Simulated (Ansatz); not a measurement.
Cost and result for the atomization energy of FH$_{6}$NOSiSn, SMILES `[NH2][SnH]([OH])[SiH2]F` (11 atoms, 10 bonds).

Cartesian coordinates in Å:
```
N -0.1237 -1.8536 0.8738
Sn 0.4588 0.0704 0.6419
O 2.2313 -0.0669 -0.2088
Si -0.9154 1.4216 -1.0697
F -1.6265 0.3595 -2.0445
H -0.6871 -2.2249 0.1207
H -0.5917 -2.0499 1.7484
H 0.6446 0.7092 2.2206
H 2.6605 -0.8947 0.0244
H -0.0637 2.3143 -1.8926
H -1.9872 2.2150 -0.4141
```

Charge 0, multiplicity 1. Correlated methods include outer-core shells of Sn, which these sets cover unevenly. Sn takes the def2 core potential. All single points use the PBE0-D4/def2-TZVP geometry. It is one conformer, not always the lowest. Program: Ansatz. Hardware: A = 2 threads of an AMD EPYC 7R13 on a shared host; B = 2 threads of an AMD EPYC 7R13 on a shared host and a share of an NVIDIA H100 80 GB. Times are those of one run each, without the atoms' runs, and a repeat can differ threefold. Electronic energies, without spin–orbit coupling; frozen cores. CCSD(T)/CBS adds CCSD(T) − MP2 in def2-TZVPP to the MP2 limit, and its time is that of the two runs behind it. T1 = 0.013. With those shells the extrapolation isn't a true limit. B3LYP takes the VWN-RPA correlation (the form of Gaussian; ORCA's B3LYP/G).

CCSD(T)/CBS is a level of theory with its own doubt, some kJ/mol a heavy atom from the limit and from the frozen cores, so smaller differences don't rank the functionals.

```
                                 level  functions  wall time  atomization (kJ/mol)  difference from CCSD(T)/CBS  per bond
                    MP2/def2-QZVPP [B]        503      2.9 s                3526.7                        -11.2      -1.1
                CCSD(T)/def2-TZVPP [B]        269      3.3 s                3407.4                       -130.5     -13.0
   PBE-D4/def2-TZVPP (with forces) [A]        269      4.1 s                3531.3                         -6.6      -0.7
                PBE0-D4/def2-TZVPP [A]        269      5.5 s                3446.5                        -91.4      -9.1
                     CCSD(T)/CBS(def2)          –      6.2 s                3537.9                          0.0       0.0
r2SCAN-D4/def2-TZVPP (with forces) [A]        269        7 s                3485.0                        -52.9      -5.3
 B3LYP-D4/def2-TZVPP (with forces) [A]        269        8 s                3487.7                        -50.2      -5.0
                 B2PLYP/def2-TZVPP [A]        269       10 s                3449.7                        -88.2      -8.8
                ωB97X-V/def2-TZVPP [A]        269       13 s                3528.6                         -9.3      -0.9
  ωB97M-V/def2-TZVPP (with forces) [A]        269       18 s                3502.8                        -35.1      -3.5
```

In def2-TZVPP, CCSD(T) changes the Hartree–Fock value by +1026.2 kJ/mol (the triples alone add +58.1 kJ/mol) and MP2 by +1066.2 kJ/mol; breaking electron pairs costs correlation energy, which Hartree–Fock lacks. The D4 term adds +37.2 kJ/mol with B3LYP and +19.8 kJ/mol with PBE0; it sums over pairs of atoms, weighted by their polarisabilities, and B3LYP, whose exchange is more repulsive, gets the larger term. From PBE to PBE0 (25 % exact exchange), in def2-TZVPP and without D4, the atomization energy moves by −81.6 kJ/mol: exact exchange takes away binding that semilocal exchange gives to molecules.

Spin–orbit coupling would lower the free Sn atoms strongly, and the atomization energy with them, by more than many differences here. For some Ge, Se and Sn compounds the MP2-based and the directly extrapolated limit differ by 10 to 25 kJ/mol.
